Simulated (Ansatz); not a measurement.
AlSi6: single points at one geometry.

```yaml
crystal:
  periodic: [false, false, false]
  atoms:
    - {symbol: Al, position_ang: [0.392700, 0.300257, -1.931953]}
    - {symbol: Si, position_ang: [2.801179, 0.505535, -1.473384]}
    - {symbol: Si, position_ang: [1.598353, 0.134324, 0.318820]}
    - {symbol: Si, position_ang: [-1.914736, -0.537022, 2.456094]}
    - {symbol: Si, position_ang: [-2.026137, 0.021074, -1.854773]}
    - {symbol: Si, position_ang: [0.346398, -0.248153, 2.158785]}
    - {symbol: Si, position_ang: [-1.197767, -0.176027, 0.326401]}
basis:
  gaussian: {orbitals: def2-TZVP, initial_orbitals: start.molden}
magnetization: {spin_polarized: true, initial_magnetization: 1}
hamiltonian: {xc: pbe, dispersion: d4}
scf: {omitted_lower_state_checks: [starts]}
output: {forces: true, orbitals: {seedname: orbitals}}
```

The file start.molden holds the orbitals of an earlier run on this structure, at another level or in another basis.

```sh
$ ansatz run in.yaml --threads 4 --pin off --events-out ev --progress --plain --max-ram 4787MiB
```

Output, abridged:

```
Functional definition: PBE
1771 factors; their error is unknown
mean field evaluation 1: about -53834.1620 eV, gradient 1.1e1 eV
mean field evaluation 2: about -53834.3393 eV, gradient 3.0e-1 eV
mean field evaluation 4: about -53834.3079 eV, gradient 2.6e-2 eV
mean field -53834.30793823 eV, -1978.3743265256 hartree, gradient 7.4e-5 eV, S^2 0.756647; 0 other end points of the search recorded, 0 dependent functions left out
reference -53834.30797924 eV, -1978.3743280325 hartree; 49, 48 occupied and 210, 211 virtual orbitals, 1771 factors
Total energy: -53834.87392418 eV, -1978.3951261254 hartree
Atom 0 at     0.392700     0.300257    -1.931953 Å, force     0.009571    -0.028285     0.219623 eV/Å
Atom 1 at     2.801179     0.505535    -1.473384 Å, force     0.114994     0.027713    -0.112064 eV/Å
Atom 2 at     1.598353     0.134324     0.318820 Å, force    -0.262552    -0.017581    -0.087592 eV/Å
Atom 3 at    -1.914736    -0.537022     2.456094 Å, force     0.010097    -0.006377     0.055150 eV/Å
Atom 4 at    -2.026137     0.021074    -1.854773 Å, force    -0.040719    -0.011771     0.054633 eV/Å
Atom 5 at     0.346398    -0.248153     2.158785 Å, force    -0.152801    -0.019556     0.020908 eV/Å
Atom 6 at    -1.197767    -0.176027     0.326401 Å, force     0.321411     0.055858    -0.150658 eV/Å
Dipole moment:    -0.007360     0.000625    -0.009561 e Å
Checks for a lower state left out: starts
```

Run time 21 s (4 threads of Intel Xeon on a shared host), peak host memory 0.55 GiB.

The first input with `gaussian: {orbitals: STO-3G}`, `hamiltonian: {xc: hf}`, `output: {orbitals: {seedname: orbitals}}` (abridged; 4 s):

```
Functional definition: HF
mean field evaluation 16: about -53125.0339 eV, gradient 7.8e-3 eV
mean field -53125.03091423 eV, -1952.3088766587 hartree, gradient 3.9e-5 eV, S^2 1.991574
Total energy: -53125.03091423 eV, -1952.3088766587 hartree
Checks for a lower state left out: starts
```

First input, but with `hamiltonian: {xc: {name: r2SCANh}, dispersion: d4}`, `output: {orbitals: {seedname: orbitals}}` (abridged; 94 s):

```
Functional definition: r2SCANh
mean field -53855.68859262 eV, -1979.1600510821 hartree, gradient 2.9e-5 eV, S^2 0.767821
Total energy: -53855.83152153 eV, -1979.1653036223 hartree
Checks for a lower state left out: starts
```

The first input with `gaussian: {orbitals: def2-SVP, initial_orbitals: start.molden}`, `hamiltonian: {xc: pbe0, dispersion: d4}`, `output: {orbitals: {seedname: orbitals}}` (abridged; 14 s):

```
Functional definition: PBE0
mean field -53819.75517284 eV, -1977.8395222615 hartree, gradient 2.3e-5 eV, S^2 0.760310
Total energy: -53820.25317780 eV, -1977.8578236063 hartree
Checks for a lower state left out: starts
```

The first input with `hamiltonian: {xc: {name: revPBE}, dispersion: d4}`, `output: {orbitals: {seedname: orbitals}}` (abridged; 22 s):

```
Functional definition: revPBE
mean field -53850.56527813 eV, -1978.9717727472 hartree, gradient 2.1e-5 eV, S^2 0.757667
Total energy: -53851.69025786 eV, -1979.0131149896 hartree
Checks for a lower state left out: starts
```

First input, but with `hamiltonian: {xc: {name: wB97X-V}}`, `output: {orbitals: {seedname: orbitals}}` (abridged; 2.1 min):

```
Functional definition: wB97X-V
the host lacks memory for fits, so the integrals are decomposed
mean field -53850.47132057 eV, -1978.9683198706 hartree, gradient 1.6e-5 eV, S^2 0.764572
Total energy: -53850.47131888 eV, -1978.9683198085 hartree
Checks for a lower state left out: starts
```

The first input with `gaussian: {orbitals: def2-SVP, initial_orbitals: start.molden}`, `output: {orbitals: {seedname: orbitals}}` (abridged; 9.1 s):

```
Functional definition: PBE
mean field -53815.60939021 eV, -1977.6871675602 hartree, gradient 1.7e-5 eV, S^2 0.755289
Total energy: -53816.17537444 eV, -1977.7079670969 hartree
Checks for a lower state left out: starts
```

Geometry: B3LYP-D4/def2-SVP.

At HF/STO-3G the charge 0 doublet is spin-contaminated (final ⟨S²⟩ up to 1.99, 0.75 for a pure state). Another isomer (doublet) lies 1.37 eV lower at PBE0-D4/def2-TZVP; other spin states weren't run for this one.
